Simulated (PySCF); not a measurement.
CHN, charge +1, doublet, at a GFN2-xTB geometry (a state made from the parent by changing its charge; the spin is typed, not shown lowest); PySCF with M062X/6-31G*.

The PySCF input:
```python
from pyscf import gto, scf, dft

mol = gto.Mole()
mol.atom = '''
    C    -0.000000   -0.000000   -0.483132
    N     0.000000    0.000000    0.641668
    H    -0.000000   -0.000000   -1.592882
'''
mol.basis = '6-31g*'
mol.charge = 1
mol.spin = 1
mol.verbose = 4
mol.build()

mf = dft.UKS(mol)
mf.xc = 'm062x'
mf.kernel()
mf.analyze()
```

The log (banner, timings and long lists left out):

```
PySCF version 2.14.0

[INPUT] verbose = 4
[INPUT] num. atoms = 3
[INPUT] num. electrons = 13
[INPUT] charge = 1
[INPUT] spin (= nelec alpha-beta = 2S) = 1
[INPUT] symmetry False subgroup None
[INPUT] Mole.unit = angstrom
[INPUT] Symbol           X                Y                Z      unit          X                Y                Z       unit  Magmom
[INPUT]  1 C      0.000000000000   0.000000000000  -0.483132000000 AA    0.000000000000   0.000000000000  -0.912987162013 Bohr   0.0
[INPUT]  2 N      0.000000000000   0.000000000000   0.641668000000 AA    0.000000000000   0.000000000000   1.212576782897 Bohr   0.0
[INPUT]  3 H      0.000000000000   0.000000000000  -1.592882000000 AA    0.000000000000   0.000000000000  -3.010110728749 Bohr   0.0

nuclear repulsion = 24.2782357972867
number of shells = 14
number of NR pGTOs = 58
number of NR cGTOs = 30
basis = 6-31g*
ecp = {}

******** <class 'pyscf.dft.uks.UKS'> ********
method = UKS
initial guess = minao
damping factor = 0
level_shift factor = 0
DIIS = <class 'pyscf.scf.diis.CDIIS'>
diis_start_cycle = 1
diis_space = 8
diis_damp = 0
SCF conv_tol = 1e-09
SCF conv_tol_grad = None
SCF max_cycles = 50
direct_scf = True
direct_scf_tol = 1e-13
number electrons alpha = 7  beta = 6
XC library pyscf.dft.libxc version 7.1.2
    S. Lehtola, C. Steigemann, M. J. T. Oliveira, and M. A. L. Marques,  SoftwareX 7, 1–5 (2018)
XC functionals = m062x
    Y. Zhao and D. G. Truhlar,  Theor. Chem. Acc. 120, 215 (2008)
    Y. Zhao and D. G. Truhlar,  Theor. Chem. Acc. 120, 215 (2008)
radial grids:
    Treutler-Ahlrichs [JCP 102, 346 (1995); DOI:10.1063/1.469408] (M4) radial grids

becke partition: Becke, JCP 88, 2547 (1988); DOI:10.1063/1.454033
pruning grids: <function nwchem_prune>
grids dens level: 3
symmetrized grids: False
atomic radii adjust function: <function treutler_atomic_radii_adjust>
small_rho_cutoff = 0
Set gradient conv threshold to 3.16228e-05
tot grids = 37832
init E= -93.5169387430426

cycle= 1 E= -92.8225584292095  delta_E= 0.694  |g|= 0.28  |ddm|= 1.31
cycle= 2 E= -92.857455208045  delta_E= -0.0349  |g|= 0.181  |ddm|= 0.474
cycle= 3 E= -92.8707215125895  delta_E= -0.0133  |g|= 0.0736  |ddm|= 0.163
cycle= 4 E= -92.8730775359927  delta_E= -0.00236  |g|= 0.011  |ddm|= 0.0543
cycle= 5 E= -92.8731385473018  delta_E= -6.1e-05  |g|= 0.00108  |ddm|= 0.0107
cycle= 6 E= -92.8731400218484  delta_E= -1.47e-06  |g|= 0.000354  |ddm|= 0.00213
cycle= 7 E= -92.8731401973542  delta_E= -1.76e-07  |g|= 8.79e-05  |ddm|= 0.000733
cycle= 8 E= -92.8731402166344  delta_E= -1.93e-08  |g|= 3.31e-05  |ddm|= 0.000217
cycle= 9 E= -92.8731402203505  delta_E= -3.72e-09  |g|= 1.36e-05  |ddm|= 9.67e-05
cycle= 10 E= -92.8731402213688  delta_E= -1.02e-09  |g|= 6.56e-06  |ddm|= 5.5e-05
cycle= 11 E= -92.8731402217658  delta_E= -3.97e-10  |g|= 6.14e-06  |ddm|= 2.59e-05
Extra cycle  E= -92.873140222039  delta_E= -2.73e-10  |g|= 6.13e-06  |ddm|= 1.74e-05
converged SCF energy = -92.873140222039  <S^2> = 0.75144638  2S+1 = 2.0014459
**** SCF Summaries ****
Total Energy =                         -92.873140222038984
Nuclear Repulsion Energy =              24.278235797286726
One-electron Energy =                 -167.730616673490459
Two-electron Energy =                   50.579240654164757
Two-electron Coulomb Energy =           62.830267263419266
DFT Exchange-Correlation Energy =      -12.251026609254509
**** MO energy ****
                             alpha | beta                alpha | beta
MO #1   energy= -15.2233562904203  | -15.2187591526189  occ= 1 | 1
MO #2   energy= -11.036651070024   | -11.0341862427357  occ= 1 | 1
MO #3   energy= -1.49554750123814  | -1.44193640881452  occ= 1 | 1
MO #4   energy= -1.02948545098658  | -1.01584127471882  occ= 1 | 1
MO #5   energy= -0.874164593961474 | -0.826562792176916 occ= 1 | 1
MO #6   energy= -0.848564925585032 | -0.814856861106548 occ= 1 | 1
MO #7   energy= -0.840580441235477 | -0.570377516227766 occ= 1 | 0
MO #8   energy= -0.30740410042858  | -0.264776106393272 occ= 0 | 0
MO #9   energy= -0.281689150013283 | -0.229320735727075 occ= 0 | 0
MO #10  energy= -0.171496524183781 | -0.153738751232698 occ= 0 | 0
MO #11  energy= 0.0368233329175647 | 0.0196851954052235 occ= 0 | 0
MO #12  energy= 0.232475739024473  | 0.224295328046756  occ= 0 | 0
MO #13  energy= 0.243795766613855  | 0.242925676849894  occ= 0 | 0
MO #14  energy= 0.384206707836939  | 0.388687390318116  occ= 0 | 0
MO #15  energy= 0.429435414167012  | 0.432734681244671  occ= 0 | 0

To work with the spin densities directly, `use mulliken_meta_spin()` only printing them here.

 ** Mulliken spin pop alpha/beta on meta-lowdin orthogonal AOs **
 ** Mulliken Spin Density (per AO)  **
spin_pop of  0 C 1s        0.00000
spin_pop of  0 C 2s        0.02188
spin_pop of  0 C 3s       -0.00001
spin_pop of  0 C 2px       0.05388
spin_pop of  0 C 2py       0.38039
spin_pop of  0 C 2pz      -0.00077
spin_pop of  0 C 3px       0.00176
spin_pop of  0 C 3py       0.00470
spin_pop of  0 C 3pz      -0.00013
spin_pop of  0 C 3dxy      0.00001
spin_pop of  0 C 3dyz      0.00218
spin_pop of  0 C 3dz^2    -0.00068
spin_pop of  0 C 3dxz      0.00048
spin_pop of  0 C 3dx2-y2    0.00001
spin_pop of  1 N 1s        0.00000
spin_pop of  1 N 2s        0.00655
spin_pop of  1 N 3s       -0.00029
spin_pop of  1 N 2px       0.06664
spin_pop of  1 N 2py       0.48274
spin_pop of  1 N 2pz      -0.00723
spin_pop of  1 N 3px       0.00088
spin_pop of  1 N 3py       0.00210
spin_pop of  1 N 3pz       0.00058
spin_pop of  1 N 3dxy      0.00003
spin_pop of  1 N 3dyz      0.00334
spin_pop of  1 N 3dz^2     0.00001
spin_pop of  1 N 3dxz      0.00092
spin_pop of  1 N 3dx2-y2    0.00004
spin_pop of  2 H 1s       -0.01981
spin_pop of  2 H 2s       -0.00019
 ** Mulliken Spin Density (per atom)  **
spin density of  0 C =      0.46370
spin density of  1 N =      0.55630
spin density of  2 H =     -0.02000
 ** Mulliken pop alpha/beta on meta-lowdin orthogonal AOs **
 ** Mulliken pop       alpha | beta **
pop of  0 C 1s        0.99997 | 0.99997
pop of  0 C 2s        0.52829 | 0.50641
pop of  0 C 3s        0.00891 | 0.00892
pop of  0 C 2px       0.44692 | 0.39303
pop of  0 C 2py       0.43631 | 0.05592
pop of  0 C 2pz       0.56880 | 0.56957
pop of  0 C 3px       0.00481 | 0.00305
pop of  0 C 3py       0.00513 | 0.00043
pop of  0 C 3pz       0.01141 | 0.01154
pop of  0 C 3dxy      0.00002 | 0.00001
pop of  0 C 3dyz      0.00244 | 0.00026
pop of  0 C 3dz^2     0.00185 | 0.00253
pop of  0 C 3dxz      0.00228 | 0.00180
pop of  0 C 3dx2-y2    0.00002 | 0.00001
pop of  1 N 1s        0.99997 | 0.99997
pop of  1 N 2s        0.79031 | 0.78377
pop of  1 N 3s        0.00673 | 0.00702
pop of  1 N 2px       0.54035 | 0.47371
pop of  1 N 2py       0.55013 | 0.06740
pop of  1 N 2pz       0.73624 | 0.74346
pop of  1 N 3px       0.00218 | 0.00130
pop of  1 N 3py       0.00229 | 0.00019
pop of  1 N 3pz       0.00460 | 0.00403
pop of  1 N 3dxy      0.00003 | 0.00001
pop of  1 N 3dyz      0.00370 | 0.00036
pop of  1 N 3dz^2     0.00704 | 0.00703
pop of  1 N 3dxz      0.00347 | 0.00256
pop of  1 N 3dx2-y2    0.00004 | 0.00001
pop of  2 H 1s        0.32499 | 0.34479
pop of  2 H 2s        0.01076 | 0.01095
In total             7.00000 | 6.00000
 ** Mulliken atomic charges   ( Nelec_alpha | Nelec_beta ) **
charge of  0C =      0.42939  (     3.01715      2.55345 )
charge of  1N =      0.26210  (     3.64710      3.09080 )
charge of  2H =      0.30850  (     0.33575      0.35575 )

WARN: System has nonzero charge 1; the dipole moment is origin-dependent.
Location of origin: [0. 0. 0.]

Dipole moment(X, Y, Z, Debye):  0.00000,  0.00000, -3.31243
```
